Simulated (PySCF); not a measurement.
**PBE0 on Sc (scandium, neutral)**

Configuration: [Ar] 3d2 4s1, high-spin 4F determinant (an excited configuration). All numbers are calculated (PySCF 2.14, scalar relativity by spin-free X2C-1e, in x2c-QZVPPall with one added diffuse shell each of s, p, d, f, g type (12s8p6d4f3g, 121 functions)).

* Total energy: -763.984 hartree
* One-electron energy: -1047.725 hartree
* Hartree (Coulomb) energy: 322.950 hartree
* Exchange-correlation energy: -39.208 hartree
* ⟨S²⟩: 3.7507
* ⟨L²⟩: 12.020
* Sum of ⟨r⟩: 20.28 bohr
* Sum of ⟨r²⟩: 45.13 bohr²
* Langevin diamagnetic susceptibility: -35.7 ×10⁻⁶ cm³/mol
* Time after the integrals: about 5 core-seconds

```json
{"shell": "1s α", "electrons": "1", "mean orbital energy (eV)": "-4427.0", "rms radius, mean of both spins (bohr)": "0.0845"}
{"shell": "1s β", "electrons": "1", "mean orbital energy (eV)": "-4427.0", "rms radius, mean of both spins (bohr)": "0.0845"}
{"shell": "2s α", "electrons": "1", "mean orbital energy (eV)": "-482.91", "rms radius, mean of both spins (bohr)": "0.373"}
{"shell": "2s β", "electrons": "1", "mean orbital energy (eV)": "-482.54", "rms radius, mean of both spins (bohr)": "0.373"}
{"shell": "2p α", "electrons": "3", "mean orbital energy (eV)": "-394.06", "rms radius, mean of both spins (bohr)": "0.341"}
{"shell": "2p β", "electrons": "3", "mean orbital energy (eV)": "-393.75", "rms radius, mean of both spins (bohr)": "0.341"}
{"shell": "3s α", "electrons": "1", "mean orbital energy (eV)": "-56.212", "rms radius, mean of both spins (bohr)": "1.16"}
{"shell": "3s β", "electrons": "1", "mean orbital energy (eV)": "-54.716", "rms radius, mean of both spins (bohr)": "1.16"}
{"shell": "3p α", "electrons": "3", "mean orbital energy (eV)": "-33.530", "rms radius, mean of both spins (bohr)": "1.29"}
{"shell": "3p β", "electrons": "3", "mean orbital energy (eV)": "-31.884", "rms radius, mean of both spins (bohr)": "1.29"}
{"shell": "4s α", "electrons": "1", "mean orbital energy (eV)": "-4.276", "rms radius, mean of both spins (bohr)": "4.22"}
{"shell": "3d α", "electrons": "2", "mean orbital energy (eV)": "-2.986", "rms radius, mean of both spins (bohr)": "2.61"}
```

Densities and radii are taken from the X2C orbitals without a picture-change correction, which distorts them close to the nucleus.
